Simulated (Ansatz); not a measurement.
Geometry optimisation, RKS BLYP-D4/def2-SVP (Ansatz 0.2.0).

Input:

```yaml
crystal:
  periodic: [false, false, false]
  atoms:
    - { symbol: W, position_ang: [0.47114, -0.012026, -0.345583] }
    - { symbol: F, position_ang: [0.739449, -0.23964, 2.683526] }
    - { symbol: Cl, position_ang: [2.543956, -0.969291, -0.38757] }
    - { symbol: H, position_ang: [0.022944, 1.579419, -0.745385] }
    - { symbol: H, position_ang: [-0.492889, 0.73448, 0.863716] }
    - { symbol: H, position_ang: [-0.667523, -1.058698, 0.394937] }
    - { symbol: H, position_ang: [0.056953, 0.235966, -1.984813] }
    - { symbol: Si, position_ang: [1.559554, 1.925152, 0.809467] }
    - { symbol: H, position_ang: [2.708259, 1.510685, 1.690539] }
    - { symbol: H, position_ang: [2.152026, 2.764923, -0.302206] }
    - { symbol: H, position_ang: [0.65183, 2.808982, 1.619105] }
    - { symbol: H, position_ang: [0.060301, 0.237248, 2.225169] }
basis:
  gaussian: { orbitals: def2-SVP }
hamiltonian:
  xc: blyp
  dispersion: d4
relax:
  f_tol: 0.03
  max_steps: 50
```

Run as:

```bash
$ ansatz run input.yaml --threads 4 --pin off --max-ram 5120MiB --backend cpu --events-out ev --progress --plain --runs-dir out
```

**Question.** Where does it end, and by what steps?

**Answer.** It converged. After 24 steps the energy has fallen by 0.418 eV; H9 moved furthest, 1.19 Å.

| step | energy less start (eV) | largest force component (eV/Å) | accepted |
| --- | --- | --- | --- |
| 0 | 0.0000 | 0.804 | yes |
| 1 | -0.0267 | 1.058 | yes |
| 2 | -0.0566 | 0.175 | yes |
| 3 | -0.0509 | 0.828 | no |
| 4 | -0.0635 | 0.157 | yes |
| 5 | -0.0727 | 0.284 | yes |
| 6 | -0.0812 | 0.555 | yes |
| 7 | -0.0962 | 0.281 | yes |
| 8 | -0.0948 | 1.079 | no |
| 9 | -0.1184 | 0.192 | yes |
| 10 | -0.1400 | 0.208 | yes |
| 11 | -0.1639 | 0.822 | yes |
| 12 | -0.1789 | 1.044 | yes |
| 13 | -0.2220 | 0.714 | yes |
| 14 | -0.3084 | 0.293 | yes |
| 15 | -0.3634 | 0.302 | yes |
| 16 | -0.3689 | 0.680 | yes |
| 17 | -0.3269 | 1.828 | no |
| 18 | -0.4136 | 0.223 | yes |
| 19 | -0.4155 | 0.108 | yes |
| 20 | -0.4169 | 0.037 | yes |
| 21 | -0.4179 | 0.030 | yes |
| 22 | -0.4183 | 0.047 | yes |
| 23 | -0.4184 | 0.040 | yes |
| 24 | -0.4185 | 0.020 | yes |

```xyz
12
Properties=species:S:1:pos:R:3
W 0.578 0.124 -0.102
F 0.991 -1.262 2.143
Cl 2.218 -1.358 -0.601
H 0.761 1.372 -1.239
H -0.034 0.664 1.426
H -0.990 -0.431 0.268
H -0.498 0.191 -1.408
Si 1.495 2.328 0.782
H 1.962 2.275 2.216
H 2.617 2.895 -0.051
H 0.333 3.291 0.714
H 0.371 -0.571 2.372
```

Time of the run: 18 s on 4 threads of AMD EPYC 9R45 96-Core Processor (Zen 5) (shared host), peak memory 0.2 GiB.
